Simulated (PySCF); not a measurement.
**Correlation energy of Cu⁺ (copper, charge +1)**

[Ar] 3d9 4s1, high-spin 3D determinant (an excited configuration). Calculation: PySCF 2.14, in def2-TZVPPD; the non-relativistic Hamiltonian (point nucleus). Frozen: [Ar]; 10 electrons correlated.

```
  level  correlation energy (mhartree)
   CCSD                        -324.94
    (T)                          -8.06
CCSD(T)                        -333.00
```

Diagnostics: T1 = 0.011, D1 = 0.0264, largest double amplitude 0.018.

**Question.** Is a single reference adequate?

**Answer.** Yes: T1 lies below 0.03 and no double amplitude reaches 0.07.
